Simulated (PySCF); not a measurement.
**Electric field gradients and quadrupole coupling constants**

Compound: C4H12SSi.
Structure used (GFN2-xTB), in Å, numbered top down from 1:
```
atom  x, y, z in Å
C1    -2.693   -0.180    1.015
C2    -2.290    0.643   -0.194
S3    -0.517    1.080   -0.200
C4     0.223   -0.527   -0.625
Si5    2.085   -0.316   -0.996
C6     2.946    0.372    0.544
H7    -2.439    0.349    1.931
H8    -3.766   -0.360    1.000
H9    -2.184   -1.142    1.017
H10   -2.809    1.601   -0.199
H11   -2.501    0.117   -1.126
H12   -0.306   -0.907   -1.497
H13    0.056   -1.208    0.209
H14    2.590   -1.653   -1.341
H15    2.230    0.588   -2.140
H16    2.835   -0.295    1.395
H17    4.009    0.512    0.372
H18    2.523    1.334    0.823
```

Field gradients from the PBE0/pcSseg-1 density (PySCF, non-relativistic), principal values in atomic units, ordered |Vxx| ≤ |Vyy| ≤ |Vzz|:

```json
{"atom": "S3", "Vxx": "0.5769", "Vyy": "2.5201", "Vzz": "-3.0970"}
```

Q: Find the asymmetry η = (Vxx − Vyy)/Vzz and the couplings χ = eQV/h (234.96 MHz × Q in barn × V in au), with Q(33S) = −0.0678 b.

A: 
| atom | environment | nucleus | η | χzz (MHz) | χxx (MHz) | χyy (MHz) |
| --- | --- | --- | --- | --- | --- | --- |
| S3 | sulfide sulfur | 33S | 0.63 | 49.34 | -9.19 | -40.15 |

The tensor is traceless: Vxx + Vyy + Vzz = 0.

Q: What is Vzz at S3 in SI units (1 au = 9.71736 × 10²¹ V/m²)?

A: -3.0970 au = -30.095 × 10²¹ V/m².

Q: And the gradient at the other heavy atoms, for which no coupling is worked out here?

A: 
```tsv
atom	environment	Vzz (au)	η
C1	methyl carbon	0.072	0.34
C2	sp3 carbon bound to sulfur	0.252	0.18
C4	sp3 carbon bound to sulfur	0.272	0.32
Si5	SiH2 silicon	0.188	0.24
C6	Si-methyl carbon	-0.034	0.39
```

Q: What couplings would deuterons (Q(2H) = 0.00286 b) have in place of the hydrogens, at this geometry?

A: 
```csv
atom,bonded to,bond length (Å),Vzz (au),η,χzz (kHz)
H7,C1,1.088,0.3126,0.03,210
H8,C1,1.089,0.3143,0.02,211
H9,C1,1.088,0.3141,0.03,211
H10,C2,1.090,0.3067,0.04,206
H11,C2,1.091,0.3043,0.03,205
H12,C4,1.089,0.3154,0.04,212
H13,C4,1.089,0.3155,0.03,212
H14,Si5,1.470,0.1579,0.01,106
H15,Si5,1.465,0.1614,0.01,108
H16,C6,1.087,0.3237,0.01,218
H17,C6,1.086,0.3264,0.01,219
H18,C6,1.087,0.3214,0.00,216
```

The structure is a single GFN2-xTB conformer in the gas phase; no vibrational or solvent corrections. GFN2-xTB bond lengths can be off by several hundredths of an ångström, more for odd bonds, and the gradients follow them. With a basis this small, the couplings can be 20 % off.
